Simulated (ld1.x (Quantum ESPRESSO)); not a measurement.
# Reading a pseudo-wave (aluminium (Al))

Columns: radius, all-electron u(r) and pseudo u(r) of the 3p shell (level -2.71 eV) of aluminium in the configuration [Ne] 3s2 3p1; PBE, scalar-relativistic, PAW scheme, ld1.x (Quantum ESPRESSO) 7.5.

```json
{"r (bohr)": "0.123", "all-electron": "0.0964", "pseudo": "-0.0033"}
{"r (bohr)": "0.245", "all-electron": "0.1893", "pseudo": "-0.0130"}
{"r (bohr)": "0.368", "all-electron": "0.2139", "pseudo": "-0.0291"}
{"r (bohr)": "0.490", "all-electron": "0.1854", "pseudo": "-0.0510"}
{"r (bohr)": "0.613", "all-electron": "0.1260", "pseudo": "-0.0786"}
{"r (bohr)": "0.735", "all-electron": "0.0526", "pseudo": "-0.1109"}
{"r (bohr)": "0.858", "all-electron": "-0.0259", "pseudo": "-0.1477"}
{"r (bohr)": "0.980", "all-electron": "-0.1024", "pseudo": "-0.1876"}
{"r (bohr)": "1.103", "all-electron": "-0.1750", "pseudo": "-0.2302"}
{"r (bohr)": "1.225", "all-electron": "-0.2408", "pseudo": "-0.2737"}
{"r (bohr)": "1.348", "all-electron": "-0.3002", "pseudo": "-0.3177"}
{"r (bohr)": "1.470", "all-electron": "-0.3523", "pseudo": "-0.3603"}
{"r (bohr)": "1.593", "all-electron": "-0.3982", "pseudo": "-0.4010"}
{"r (bohr)": "1.715", "all-electron": "-0.4374", "pseudo": "-0.4380"}
{"r (bohr)": "1.838", "all-electron": "-0.4707", "pseudo": "-0.4707"}
{"r (bohr)": "1.960", "all-electron": "-0.4977", "pseudo": "-0.4977"}
{"r (bohr)": "2.083", "all-electron": "-0.5192", "pseudo": "-0.5192"}
{"r (bohr)": "2.205", "all-electron": "-0.5354", "pseudo": "-0.5354"}
{"r (bohr)": "2.328", "all-electron": "-0.5469", "pseudo": "-0.5469"}
{"r (bohr)": "2.450", "all-electron": "-0.5542", "pseudo": "-0.5542"}
{"r (bohr)": "2.573", "all-electron": "-0.5576", "pseudo": "-0.5576"}
{"r (bohr)": "2.695", "all-electron": "-0.5578", "pseudo": "-0.5578"}
{"r (bohr)": "2.818", "all-electron": "-0.5550", "pseudo": "-0.5550"}
{"r (bohr)": "2.940", "all-electron": "-0.5498", "pseudo": "-0.5498"}
{"r (bohr)": "3.063", "all-electron": "-0.5424", "pseudo": "-0.5424"}
{"r (bohr)": "3.185", "all-electron": "-0.5333", "pseudo": "-0.5333"}
```

How many radial nodes do the two functions have?

The all-electron 3p function has n − l − 1 = 1; the pseudo-wave has 0, since the states of the same l below it are removed with the core.

At about which radius was the pseudo-wave matched?

1.90 bohr, where the columns begin to agree (steps of 0.12 bohr).

Is the pseudo-wave norm-conserving?

No, it belongs to a PAW set: the norm inside the radius is not constrained, and the difference is carried by the augmentation charge.
